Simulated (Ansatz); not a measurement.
C2H3N3 (SMILES c1nc[nH]n1), singlet, geometry from GFN2-xTB. Base run: HF/aug-cc-pVDZ (Ansatz, a quantum-chemistry and plane-wave program).

Geometry (Å):
```xyz
8

C      1.1192    -0.0327    -0.0070
N      0.4220     1.1225     0.0142
C     -0.8249     0.7275     0.0156
N     -0.8764    -0.6185    -0.0041
N      0.3689    -1.1072    -0.0185
H      2.1884    -0.0699    -0.0137
H     -1.6858     1.3632     0.0300
H     -1.6704    -1.2395    -0.0087
```
Charge 0, spin multiplicity 1.
All else is at Ansatz's defaults.
Base energy -240.84137 Eh.

Variants of this job, named by their change:

| change | ΔE vs base (mEh) |
|---|---|
| base | 0.000 |
| forces = on | -0.009 |
| lower_state_search = light | 0.000 |
| accuracy = high | -0.011 |
| point_charge = charge:-1.0 position_ang:-5.2667, 0.0708, -1.3043 | -17.760 |
| fitting.mean_field = def2-universal-JKFIT | 0.158 |
| fitting.mean_field = cc-pVTZ-JKFIT | 0.125 |
| point_charge = charge:0.5 position_ang:-3.873, 3.077, -2.1792 | 3.822 |
| point_charge = charge:1.0 position_ang:2.8666, -1.1184, 4.2419 | -6.754 |
| lower_state_search = full | 0.000 |
| lower_state_search = off | 0.000 |
